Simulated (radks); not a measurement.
Question: The mean radii <r> (bohr) of the occupied orbitals of an atom or ion are listed with their occupations. All-electron calculation, Dirac Kohn-Sham, PBE, spin-unpolarised, spherical densities, finite nucleus; Fermi nuclear charge, rms radius of each element as measured or else 0.836 A^(1/3) + 0.57 fm. Program: a radial shooting solver on a logarithmic mesh with Libxc functionals.

| orbital | occ. | <r> |
|---|---|---|
| 1s1/2 | 2 | 0.01687 |
| 2s1/2 | 2 | 0.07047 |
| 2p1/2 | 2 | 0.05798 |
| 2p3/2 | 4 | 0.06653 |
| 3s1/2 | 2 | 0.1833 |
| 3p1/2 | 2 | 0.1735 |
| 3p3/2 | 4 | 0.1892 |
| 3d3/2 | 4 | 0.1648 |
| 3d5/2 | 6 | 0.1695 |
| 4s1/2 | 2 | 0.4066 |
| 4p1/2 | 2 | 0.4089 |
| 4p3/2 | 4 | 0.4427 |
| 4d3/2 | 4 | 0.4506 |
| 4d5/2 | 6 | 0.4616 |
| 5s1/2 | 2 | 0.8879 |
| 4f5/2 | 6 | 0.4867 |
| 4f7/2 | 8 | 0.4930 |
| 5p1/2 | 2 | 0.9374 |
| 5p3/2 | 4 | 1.005 |

Name the element and its charge. Open shells, if any, fill j = l - 1/2 first.

Answer: Z = 79, gold, charge +11: Au11+ in [Xe] 4f14. The 1s radius gives Z: for a bare nucleus <r> = (2 gamma + 1)/(2Z) with gamma = sqrt(1 - (Z/c)^2), 0.01667 bohr for Z = 79, and screening makes it slightly larger (0.01687 here). The occupations add up to 68, and the charge is Z minus that.
